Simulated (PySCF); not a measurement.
Se(Br)(SiH3) (BrH3SeSi), SMILES [SiH3][Se]Br.

Geometry optimised at PBE-D3(BJ)/def2-SVP. The structure was generated by enumeration, and PubChem lists no compound with its InChIKey, so it may never have been made.

Method: TDA-B3LYP/def2-SVPD (PySCF).

Vertical excitations. Gas-phase values at a fixed geometry. State labels are in the subgroup Cs.

```tsv
state	symmetry	energy (eV)	λ (nm)	f	main pairs
S1	A"	2.48	500	0.001	HOMO→LUMO 100 %
S2	A'	3.73	332	0.004	HOMO−1→LUMO 99 %
S3	A"	4.59	270	0.001	HOMO−2→LUMO 98 %
S4	A"	4.90	253	0.006	HOMO→LUMO+1 97 %
S5	A'	5.54	224	0.013	HOMO−3→LUMO 79 %, HOMO−4→LUMO 18 %
S6	A"	6.00	207	0.001	HOMO→LUMO+2 99 %
S7	A"	6.20	200	0.002	HOMO−5→LUMO 99 %
S8	A'	6.22	199	0.036	HOMO−4→LUMO 63 %, HOMO−1→LUMO+1 17 %, HOMO−3→LUMO 10 %
S9	A'	6.30	197	0.041	HOMO−1→LUMO+1 67 %, HOMO→LUMO+3 17 %, HOMO−4→LUMO 12 %
S10	A"	6.46	192	0.001	HOMO→LUMO+4 98 %
T1	A"	1.80	687	0	HOMO→LUMO 99 %
T2	A'	3.10	400	0	HOMO−1→LUMO 99 %
T3	A"	4.01	309	0	HOMO−2→LUMO 98 %
T4	A"	4.57	271	0	HOMO→LUMO+1 97 %
```
Triplets are in the Tamm–Dancoff approximation.
